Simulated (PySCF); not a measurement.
**How methods differ on the interval between two levels of Lu⁺**

Lu⁺ [Xe] 4f14 6s2 → Lu⁺ [Xe] 4f14 5d1 6s1 [3D3, M_J = 3], as a difference of total energies. All numbers are calculated (PySCF 2.14, the two-component X2C-1e Hamiltonian, in x2c-TZVPall-2c). Correlated levels: [Ar] 3d10 frozen; the 18 highest virtual spinors dropped. "Screened" scales the spin-orbit matrix elements by Boettger's factors to mimic the two-electron term; Breit and QED terms are absent.

```
                    method  interval between two levels (cm⁻¹)
 GHF (screened spin-orbit)                               10257
GMP2 (screened spin-orbit)                               15384
```

Errors of the correlated levels include the incompleteness of this basis and the frozen core.

The labels give the starting determinants; with spin-orbit coupling the two ends relaxed to ⟨J²⟩ = 0.00, ⟨L²⟩ = 0.11, ⟨S²⟩ = 0.11 and ⟨J²⟩ = 12.01, ⟨L²⟩ = 6.11, ⟨S²⟩ = 2.12.

For comparison: 14199 cm⁻¹ (measured; NIST Handbook of Basic Atomic Spectroscopic Data (Sansonetti and Martin, J. Phys. Chem. Ref. Data 34, 1559 (2005))).
